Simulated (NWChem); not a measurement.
**Atomisation of 1,1-difluoroethane (C2H4F2)**

SMILES: FC(F)C
```xyz
8

C     -0.2798     1.3382     0.0000
C     -0.3190    -0.1616     0.0000
F      0.3185    -0.6456    -1.0922
F      0.3185    -0.6456     1.0922
H      0.7679     1.6712     0.0000
H     -0.7817     1.7315    -0.8945
H     -0.7817     1.7315     0.8945
H     -1.3451    -0.5725     0.0000
```
Charge 0, spin multiplicity 1.

The numbers come from NWChem runs, not from measurements. All single points use one geometry, from PBE0/def2-SVP, a minimum by its harmonic frequencies.

Basis set: def2-TZVP. The atomisation energy is electronic alone: no zero-point, thermal, spin-orbit or counterpoise terms. No value is extrapolated to the basis-set limit. Free atoms are single determinants with multiplicities C 3, F 2, H 2.

The stability of the SCF solutions was not checked. Open-shell Hartree-Fock references start from PBE0 orbitals.

Task: One of these methods gave an atomisation energy of 759.5 kcal/mol. Which?
(A) HF
(B) PBE0
(C) TPSS
(D) BP86

Result: D, BP86. The others give 539.4 (HF), 741.9 (TPSS), 738.6 (PBE0).
